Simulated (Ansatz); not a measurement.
A structure relaxed at PBE0-D4/def2-TZVP in Ansatz, charge 1, doublet:

```xyz
3

Ti   -0.277    0.731    1.131
S     1.079   -0.028   -0.553
S    -0.802   -0.703   -0.577
```

(1) Give its formula and point group.

(2) Summarise the bond lengths by kind (pairs closer than 1.2 times the sum of covalent radii, bridged metal pairs left out).

Answers

(1) TiS₂⁺ (the lowest doublet isomer of a short search). Point group C2v (tolerance 0.1 Å).

(2) 2 × S–Ti 2.29 Å; 1 × S–S 2.00 Å. The metal has 2 neighbours: S 2.29 Å, S 2.29 Å.

The charge 1 doublet is spin-contaminated (final ⟨S²⟩ up to 1.36, 0.75 for a pure state). The relaxation made no stability test and no search for a lower SCF solution. The structure comes from a short search, and lower isomers may exist.
